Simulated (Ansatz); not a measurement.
Geometry optimisation, Ansatz, UKS BHLYP/def2-SVP.

Input file:

```yaml
crystal:
  periodic: [false, false, false]
  atoms:
    - { symbol: Ti, position_ang: [0.027312, -1.8e-05, 0.003178] }
    - { symbol: F, position_ang: [0.184282, 0.23388, 1.764549] }
    - { symbol: F, position_ang: [1.593704, -0.033703, -0.720063] }
    - { symbol: F, position_ang: [-0.863512, 1.329461, -0.643209] }
    - { symbol: O, position_ang: [-0.796283, -1.479958, -0.3346] }
    - { symbol: H, position_ang: [-1.494766, -2.12428, -0.273353] }
    - { symbol: F, position_ang: [-0.050238, -0.031182, 4.078298] }
magnetization:
  spin_polarized: true
  initial_magnetization: 1
basis:
  gaussian: { orbitals: def2-SVP }
hamiltonian:
  xc: { name: BHLYP }
relax:
  f_tol: 0.03
  max_steps: 50
```

Launched with:

```bash
$ ansatz run input.yaml --threads 4 --pin off --max-ram 5120MiB --backend cpu --events-out ev --progress --plain --runs-dir out
```

Q: Where does it end, and by what steps?

A: It converged. The force dipped under the threshold on the way, but the program's further checks kept it going. After 19 steps the energy has fallen by 0.093 eV; F7 moved furthest, 1.77 Å.

| step | energy less start (eV) | largest force component (eV/Å) | accepted |
| --- | --- | --- | --- |
| 0 | 0.0000 | 1.398 | yes |
| 1 | -0.0300 | 0.606 | yes |
| 2 | -0.0379 | 0.158 | yes |
| 3 | -0.0382 | 0.168 | yes |
| 4 | -0.0406 | 0.170 | yes |
| 5 | -0.0425 | 0.206 | yes |
| 6 | -0.0422 | 0.260 | no |
| 7 | -0.0447 | 0.028 | yes |
| 8 | -0.0465 | 0.068 | yes |
| 9 | -0.0493 | 0.053 | yes |
| 10 | -0.0529 | 0.050 | yes |
| 11 | -0.0559 | 0.075 | yes |
| 12 | -0.0568 | 0.177 | yes |
| 13 | -0.0594 | 0.091 | yes |
| 14 | -0.0648 | 0.131 | yes |
| 15 | -0.0692 | 0.257 | yes |
| 16 | -0.0755 | 0.304 | yes |
| 17 | -0.0846 | 0.261 | yes |
| 18 | -0.0916 | 0.119 | yes |
| 19 | -0.0929 | 0.025 | yes |

```xyz
7
Properties=species:S:1:pos:R:3
Ti 0.177 0.011 0.167
F 1.081 0.221 1.637
F 1.268 0.149 -1.167
F -1.010 1.262 0.023
O -0.559 -1.555 0.114
H -1.184 -2.221 0.390
F -1.172 0.027 2.712
```

Whether the end is a true minimum wasn't checked by a vibrational analysis.

Run time: 2.7 min on 4 threads of Arm Neoverse V2 (shared host), peak memory 0.44 GiB.
